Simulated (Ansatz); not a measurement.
Relaxation of Cl3H2In (6 atoms, charge 0, multiplicity 1), to a largest force component of 0.03 eV/Å in at most 50 steps.

The calculation used RKS B3LYP-D4/def2-SVP (Ansatz 0.2.0).

```xyz
6
Properties=species:S:1:pos:R:3
In 0.025 -0.638 -0.542
Cl 0.029 -0.244 3.071
Cl 1.988 0.334 -1.390
Cl -1.970 0.294 -1.365
H 0.046 -1.996 0.573
H 0.040 -1.353 2.324
```

**Question.** Where does it end, and by what steps?

**Answer.** The run converged. The force dipped under the threshold on the way, but the program's further checks kept it going. After 10 steps the energy has fallen by 0.267 eV; H5 moved furthest, 0.74 Å.

```tsv
step	energy less start (eV)	largest force component (eV/Å)	accepted
0	0.0000	0.908	yes
1	-0.0400	1.687	yes
2	-0.1398	1.080	yes
3	-0.2293	0.390	yes
4	-0.2468	0.254	yes
5	-0.2461	0.792	no
6	-0.2547	0.172	yes
7	-0.2650	0.039	yes
8	-0.2661	0.017	yes
9	-0.2666	0.037	yes
10	-0.2666	0.010	yes
```

```xyz
6
Properties=species:S:1:pos:R:3
In 0.025 -0.784 -0.466
Cl 0.030 0.023 2.392
Cl 1.975 0.416 -1.050
Cl -1.957 0.372 -1.033
H 0.046 -2.442 -0.023
H 0.040 -1.187 2.850
```

Whether the end is a true minimum wasn't checked by a vibrational analysis.

Time of the run: 27 s on 2 threads of Arm Neoverse V1 (shared host), peak memory 0.21 GiB.
